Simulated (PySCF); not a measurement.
Two species compared at the same levels of theory.

First species: CH₈O₄Si₂.
Z-matrix (Å and degrees, GFN2-xTB geometry), rows numbered from 1:
```
C 
O   1  1.3960
Si  2  1.6318  1  127.12
O   3  1.6040  2  105.05  1  -177.77
Si  4  1.6360  3  141.25  2     5.38
O   5  1.6100  4  110.69  3  -153.76
O   5  1.6234  4  108.47  3   -33.03
H   1  1.0919  2  111.03  3    52.55
H   1  1.0909  2  108.17  3   172.33
H   1  1.0925  2  110.70  3   -67.96
H   3  1.4609  2  110.83  1    66.71
H   3  1.4598  2  110.84  1   -61.00
H   5  1.4463  4  108.52  3    92.26
H   6  0.9543  5  121.24  4    73.25
H   7  0.9559  5  116.23  4    33.50
```

Second species: C3H7FN2Si.
SMILES: `[H]/N=C/C(=C)[Si@@H](N)F`

Levels: B3LYP/def2-SVPD for HOMO energy, LUMO energy, HOMO–LUMO gap and static isotropic polarisability; TDDFT B3LYP/def2-SVPD for lowest singlet excitation; TDA B3LYP/def2-SVPD for lowest triplet excitation (Tamm–Dancoff). Geometries: GFN2-xTB. All species are isolated and taken at one optimised geometry, non-relativistic unless stated. Electronic properties by PySCF.

The conformers computed, where there is a choice (atom-mapped SMILES and torsion angles):
- `[H]/[N:4]=[CH:3]/[C:2](=[CH2:1])[Si@@H:5]([NH2:6])[F:7]`: C1–C2–C3–N4 -26°, C1–C2–Si5–N6 120°, H–N6–Si5–C2 -53°, H–N6–Si5–C2 164°

The conformers of `CO[SiH2]O[SiH](O)O` aren't listed.

(1) Which of the two has the higher S1 energy, and by how much?

(2) Which of the two has the higher T1 energy, and by how much?

(3) Which of the two has the higher HOMO energy, and by how much?

(4) Which has the higher static isotropic polarisability?

(5) Which has the higher HOMO–LUMO gap?

(6) Which of the two has the higher LUMO energy, and by how much?

Results:

(1) The first: 7.11 eV against 4.23 eV, a difference of 2.88 eV.

(2) The first: 6.88 eV against 3.48 eV, a difference of 3.40 eV.

(3) The second: -7.32 eV against -8.27 eV, a difference of 0.95 eV.

(4) The second: 77.0 au against 74.3 au, a difference of 2.7 au.

(5) The first: 8.17 eV against 5.54 eV, a difference of 2.63 eV.

(6) The first: -0.10 eV against -1.78 eV, a difference of 1.68 eV.

On the first: S1 lies 1.06 eV below the HOMO–LUMO gap; its leading configuration is HOMO→LUMO, weight 0.93. In wavenumbers S1 is 57400 cm⁻¹ (1 eV = 8065.54 cm⁻¹).

On the second: The polarisability is 11.41 Å³ as a volume (1 au = 0.148185 Å³), or 1.24 au for each of the 62 electrons. The 8 singlets span 4.23 to 6.79 eV, and their oscillator strengths add up to 0.27.
